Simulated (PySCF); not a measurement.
**Distorted geometries of [Dy(NH3)3]3+**

[Dy(NH3)3]3+ (singlet in the valence; each metal's 4f electrons, 9 of them, lie in its core potential, out of spins and levels). PySCF 2.14.0, RKS PBE, Dy lcecp-1-SVP with ECP55, N def2-SVP, H def2-SVP; non-relativistic Hamiltonian with scalar-relativistic core potentials where named; density fitting; no spin-orbit coupling. Relaxed geometry:

```xyz
13

Dy    0.0000    0.0000    0.7718
N     2.2657   -0.0016   -0.0263
H     2.9800   -0.3037    0.6778
H     2.4748   -0.6224   -0.8421
H     2.6352    0.9251   -0.3414
N    -1.1315    1.9629   -0.0263
H    -1.2270    2.7327    0.6778
H    -0.6984    2.4545   -0.8421
H    -2.1188    1.8196   -0.3414
N    -1.1342   -1.9613   -0.0263
H    -1.7530   -2.4289    0.6778
H    -1.7764   -1.8321   -0.8421
H    -0.5164   -2.7447   -0.3414
```

Task: Order these distorted geometries by energy above the relaxed one, lowest first.
A.
```xyz
13

Dy   -0.2244   -0.0926    0.7690
N     2.2838   -0.1260   -0.0293
H     3.1316   -0.4129    0.6447
H     2.4974   -0.6419   -0.6954
H     2.7096    0.8619   -0.1699
N    -1.2674    2.2160   -0.2060
H    -1.2755    2.7657    0.6487
H    -0.7104    2.4360   -0.8893
H    -2.0258    1.8876   -0.3702
N    -1.2671   -1.9881    0.0058
H    -1.7922   -2.4510    0.7430
H    -1.6146   -1.7947   -0.7886
H    -0.4450   -2.6600   -0.4870
```
B.
```xyz
13

Dy   -0.0407    0.0014    0.7462
N     2.3336   -0.0064   -0.0530
H     2.9716   -0.3635    0.6314
H     2.4518   -0.6602   -0.8940
H     2.6387    0.9138   -0.3232
N    -1.1402    2.0225    0.0536
H    -1.2845    2.6962    0.6880
H    -0.7046    2.4962   -0.8896
H    -2.0602    1.8593   -0.3331
N    -1.1796   -1.9869   -0.0143
H    -1.7253   -2.4475    0.7180
H    -1.7730   -1.8112   -0.7852
H    -0.4877   -2.7139   -0.3692
```
C.
```xyz
13

Dy   -0.0543   -0.1002    0.7650
N     2.2305   -0.0179   -0.0643
H     3.0344   -0.3598    0.7133
H     2.4301   -0.5521   -0.8983
H     2.8062    0.9913   -0.2616
N    -1.1075    1.8972   -0.0891
H    -1.2490    2.9480    0.6019
H    -0.6235    2.4969   -0.8562
H    -2.0750    1.7679   -0.2169
N    -1.1104   -1.9854    0.0435
H    -1.8985   -2.5181    0.5947
H    -1.8290   -1.8108   -0.8341
H    -0.5540   -2.7571   -0.3225
```

Result: B (0.79 eV), C (1.78 eV), A (4.90 eV).

Task: Which forces (eV/Å) act in the one that lies 4.90 eV up?

Result: 
```
Dy    1.49   1.40  -0.03
N    -0.75   7.70  11.18
H    -2.02   0.10  -0.56
H     2.60  -6.59  -9.72
H    -0.92  -1.16  -0.60
N     9.49   0.27   9.61
H     0.02   1.22   0.01
H     4.15   2.70  -5.76
H   -13.56  -4.78  -3.62
N     8.27  -2.45   5.74
H    -1.00  -1.16  -0.09
H    -5.68   1.87  -8.28
H    -2.08   0.88   2.12
```
Forces carry noise of the integration grid, about 0.01 to 0.03 eV/Å.

A frequency check found unstable modes (3, the lowest at -44 cm⁻¹), so the relaxed geometry is probably a saddle point. An lcecp potential fixes the number of 4f electrons, so in runs with it no electron can move into or out of that shell.
